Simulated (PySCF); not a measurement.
# P²⁺: excitation energy

P²⁺ [Ne] 3s2 3p1 (2P) → P²⁺ [Ne] 3s1 3p1 3d1 (high-spin determinant), as a difference of total energies. Calculation: PySCF 2.14, in aug-cc-pwCVQZ; no relativity, point nucleus. Correlated levels: valence: [Ne] frozen; valence and next inner shell: 1s2 frozen; nothing frozen. The calculations carry no spin-orbit coupling.

```csv
method,excitation energy (eV)
UHF,19.501
LDA,19.523
PBE,19.340
PBE0,19.609
r2SCAN,19.118
r2SCAN0,19.481
revPBE,19.220
M06,19.965
MP2 (valence),20.417
SCS-MP2 (valence),20.903
MP2 (valence and next inner shell),20.592
SCS-MP2 (valence and next inner shell),21.040
MP2 (all electrons),20.588
SCS-MP2 (all electrons),21.038
```

How much does correlation contribute at MP2 (all electrons)?

20.588 − (19.501) = 1.087 eV, measured against UHF.

A first-order spin-orbit estimate (lowest level to lowest level, LS coupling) adds 0.010 eV.

The promoted electron is Rydberg-like, and one or two diffuse shells describe it only roughly, which tends to raise the upper state.

The determinant of the upper state mixes LS terms, which raises its energy above the lowest term, most at the Hartree-Fock and MP2 levels.
